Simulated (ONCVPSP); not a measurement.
Before and after: ONCV potential for oxygen

oxygen (O), optimised norm-conserving Vanderbilt (ONCV), made with ONCVPSP 4.0.1 (LDA (Perdew-Zunger), scalar-relativistic). Core [He], reference 2s2 2p3.5 (charge +0.5). Waves: 2s: rc 0.80 bohr, ncon 4, nbas 7, qcut 9.9 1/bohr, 1 projector; 2p: rc 1.55 bohr, ncon 4, nbas 9, qcut 10.3 1/bohr, 2 projectors, debl 1.4 Ha. Local part: polynomial inside 0.55 bohr (lpopt 5, dvloc0 0 Ha). Core correction: Teter function, fcfact 1.75, rcfact 1.25.

All-electron outer shells of the reference configuration (LDA (Perdew-Zunger), scalar-relativistic, ld1.x):

| shell | level (eV) | outermost node (bohr) | outermost maximum (bohr) |
| --- | --- | --- | --- |
| 1s | -519.61 | – | 0.13 |
| 2s | -31.16 | 0.28 | 0.87 |
| 2p | -16.43 | – | 0.80 |

Change: s: nproj 3.

Cutoffs: the cutoffs (Ha) at which the residual kinetic energy of the hardest occupied pseudo-wave falls to 1 and 0.1 mHa per electron; they do not see the model core or the augmentation charge, which bear on the density cutoff. Errors are all-electron minus pseudo energies relative to the spin-unpolarised reference configuration.

Task: How do hardness, ghosts and transferability respond?

Result: The potential gets neither clearly harder nor softer (42 Ha and 76 Ha → 42 Ha and 76 Ha); a bound ghost appears in s, which as a rule spoils a file; the errors of the 4 common tests hardly move.

| quantity | base | changed |
| --- | --- | --- |
| cutoff, loose | 42 Ha | 42 Ha |
| cutoff, tight | 76 Ha | 76 Ha |
| bound ghosts | none | s |
| GHOST(+) flags under 300 eV | none | none |
| error for 2s2 2p4, meV [ΔE -6.37 eV] | +4.4 | +4.2 |
| error for 2s2 2p3, meV [ΔE 10.22 eV] | +8.4 | +8.0 |
| error for 2s2 2p2, meV [ΔE 43.93 eV] | +146 | +140 |
| error for 2s1 2p4, meV [ΔE 25.06 eV] | -4.3 | -4.5 |
| s: phases at 0.81 bohr within 0.05 rad from the reference energy up to (Ha; the scan ends near 5) | to the end of the scan | to the end of the scan |
| p: phases at 1.57 bohr within 0.05 rad from the reference energy up to (Ha; the scan ends near 5) | to the end of the scan | to the end of the scan |
| rms error of d²Exc/dni dnj with the model core, mHa | 2.59 | 2.59 |

 A true bound ghost makes a file unfit for plane-wave use even where its test errors are small: the radial tests pick states by their node count and pass the ghost by.
